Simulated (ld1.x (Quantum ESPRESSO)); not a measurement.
## A failed generation for Ti (Z = 22)

Input:

```
&input
   title='Ti', zed=22., rel=1, dft='PBESOL', iswitch=3,
   config='[Ar] 3d2 4s0 4p0',
   nld=3, rlderiv=3.00, eminld=-3.0, emaxld=5.0, deld=0.02
 /
 &inputp
   pseudotype=3, tm=.true., lloc=-1, rcloc=2.65,
   nlcc=.true.,
   which_augfun='PSQ', rmatch_augfun=2.35,
   file_pseudopw='Ti.UPF', file_wfcaegen='ae.wfc', file_wfcncgen='nc.wfc', file_beta='beta', file_chi='chi', file_wfcusgen='us.wfc'
 /
6
4S  1  0   0.00   0.00  2.35  2.75  0.0
4S  1  0   0.00   3.05  2.35  2.75  0.0
4P  2  1   0.00   0.00  2.18  2.32  0.0
4P  2  1   0.00   0.30  2.18  2.32  0.0
3D  3  2   2.00   0.00  2.10  2.40  0.0
3D  3  2   0.00   0.40  2.10  2.40  0.0
 &test
   configts(1)='3d2 4s0 4p0'
 /
```

```bash
ld1.x < Ti.in > Ti.out
```

End of the output:

```
      Wfc-us  4S rcutus= 2.743  Estimated cut-off energy=     6.05 Ry
      Wfc-us  4S rcutus= 2.743  Estimated cut-off energy=    14.71 Ry
      Wfc-us  4P rcutus= 2.302  Estimated cut-off energy=    13.04 Ry
      Wfc-us  4P rcutus= 2.302  Estimated cut-off energy=    14.52 Ry
      Wfc-us  3D rcutus= 2.420  Estimated cut-off energy=    20.17 Ry
      Wfc-us  3D rcutus= 2.420  Estimated cut-off energy=    17.62 Ry

     Message from routine find_qi:
     qmax not found

 %%%%%%%%%%%%%%%%%%%%%%%%%%%%%%%%%%%%%%%%%%%%%%%%%%%%%%%%%%%%%%%%%%%%%%%%%%%%%%
     Error in routine compute_q_3bess (1):
     problem with the q_i coefficients
 %%%%%%%%%%%%%%%%%%%%%%%%%%%%%%%%%%%%%%%%%%%%%%%%%%%%%%%%%%%%%%%%%%%%%%%%%%%%%%

     stopping ...
```

Q: Why did it fail, and what change makes it run?

A: The run stopped because no Bessel wave vectors were found for the pseudised augmentation function at its matching radius. A run that differs only in the following succeeds: waves 4p (bound): rcut 2.70, rcutus 2.95 bohr; 4p channel at 0.3 Ry: rcut 2.70, rcutus 2.95 bohr. The answer isn't unique; the calculation gave this one.
